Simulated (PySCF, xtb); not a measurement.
Ga(H)2(Et) (C₂H₇Ga), SMILES C[CH2][GaH2].

Harmonic wavenumbers (cm⁻¹) from GFN2-xTB in xtb 6.7.1 at its own minimum, in rising order: 50, 148, 187, 373, 405, 496, 609, 710, 906, 968, 1030, 1192, 1207, 1404, 1452, 1483, 1488, 1526, 1575, 2888, 2905, 2961, 2975, 2999.

Task: What does B3LYP-D3(BJ)/def2-SVP (PySCF 2.14.0) give at its own minimum? (The exact figures need the calculation; the answer reports its results.)

Result: 74, 200, 208, 442, 475, 554, 672, 755, 934, 964, 1045, 1217, 1241, 1399, 1425, 1471, 1479, 1916, 1921, 3009, 3015, 3046, 3084, 3099. Paired by order, the mean absolute difference is 76 cm⁻¹ and the zero-point energies are 45.7 and 48.1 kcal/mol.
